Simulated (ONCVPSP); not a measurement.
# Transferability test, ONCV potential for Br

- Element: bromine (Br)
- Generator: ONCVPSP 4.0.1
- Type: optimised norm-conserving Vanderbilt (ONCV)
- Functional: PBE
- Relativity: scalar-relativistic
- Frozen core: [Ar] 3d10
- Valence charge: 7
- Reference configuration: 4s2 4p5
- Partial waves: 4s: rc 1.25 bohr, ncon 4, nbas 7, qcut 6.1 1/bohr, 2 projectors, debl 2.9 Ha; 4p: rc 1.30 bohr, ncon 5, nbas 8, qcut 6 1/bohr, 2 projectors, debl 2.6 Ha; d scattering state at 0.41 Ha: rc 1.15 bohr, ncon 3, nbas 7, qcut 7.7 1/bohr, 2 projectors, debl 3.7 Ha
- Local potential: polynomial inside 0.90 bohr (lpopt 1, dvloc0 3 Ha)
- Core correction: none

Energies are relative to the spin-unpolarised reference configuration 4s2 4p5; without spin polarisation the order of configurations can differ from experiment.

```json
{"valence configuration": "4s2 4p4", "charge": "+1", "ΔE all-electron (eV)": "12.554", "error AE − PS (meV)": "-4.6"}
{"valence configuration": "4s2 4p3", "charge": "+2", "ΔE all-electron (eV)": "35.315", "error AE − PS (meV)": "-21"}
{"valence configuration": "4s2 4p2", "charge": "+3", "ΔE all-electron (eV)": "69.298", "error AE − PS (meV)": "-57"}
{"valence configuration": "4s2 4p1", "charge": "+4", "ΔE all-electron (eV)": "115.323", "error AE − PS (meV)": "-107"}
```

Levels in the configuration 4s2 4p3:

```
level  all-electron (eV)  pseudo (eV)
   4s            -41.838      -41.864
   4p            -28.226      -28.246
```

Note: ghosts flagged at negative energy: s at -616.3 eV, p at -139.2 eV, d at -38.9 eV; no localised positive-energy state flagged. A true bound ghost makes a file unfit for plane-wave use.
